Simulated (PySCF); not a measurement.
**Radial density of Pm²⁺ (promethium, charge +2)**

revPBE, [Xe] 4f4 6p1, one real determinant (an excited configuration). Calculation: PySCF 2.14, in cc-pVDZ-X2C; scalar relativity by spin-free X2C-1e.

```tsv
r (bohr)	4πr²ρ (e/bohr)	4πr²(ρα − ρβ)
0.0179	80.76	0.0030
0.0302	70.51	0.0079
0.0508	91.89	0.0143
0.0854	101.5	0.0086
0.144	80.10	0.1043
0.242	83.90	0.7674
0.406	35.72	3.0072
0.683	36.07	4.3205
1.15	11.69	2.3658
1.93	4.335	0.3553
3.25	0.4848	0.2922
5.47	0.1629	0.1626
9.20	0.001346	0.0013
```

Densities and radii are taken from the X2C orbitals without a picture-change correction, which distorts them close to the nucleus.

⟨L²⟩ = 36.02 against 56 for a pure K term, so this real determinant mixes terms. Spin-orbit coupling, absent here, splits the open shell strongly.
